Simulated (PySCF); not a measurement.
**Cost of excited-state runs on `C[C@H](C=O)[C@]1(C)CS1`, C$_{6}$H$_{10}$OS**

Geometry:
```csv
atom,x (Å),y (Å),z (Å)
C1,-1.491,-0.814,0.629
C2,-0.670,0.456,0.412
C3,-1.313,1.368,-0.610
O4,-2.382,1.198,-1.117
C5,0.763,0.157,0.000
C6,0.919,-0.586,-1.303
C7,1.762,-0.080,1.072
S8,1.929,1.530,0.275
H9,-1.649,-1.330,-0.314
H10,-0.985,-1.482,1.322
H11,-2.465,-0.553,1.034
H12,-0.638,1.035,1.345
H13,-0.682,2.245,-0.855
H14,0.334,-0.110,-2.087
H15,1.963,-0.600,-1.609
H16,0.579,-1.614,-1.190
H17,1.443,-0.046,2.105
H18,2.574,-0.769,0.878
```

PySCF with density fitting, on 1 thread of an Intel Xeon Platinum 8488C, shared host. Command: `OMP_NUM_THREADS=1 python excited_run.py task.json out`

(1) How long does this run take, and how much memory?
- circular dichroism and optical rotation, B3LYP/def2-SVPD; 8 states

Answers

(1) 
| run | level | basis functions | wall time | peak memory (GiB) |
| --- | --- | --- | --- | --- |
| circular dichroism and optical rotation | B3LYP/def2-SVPD | 250 | 100 s | 0.99 |

Times from a shared host are rough.
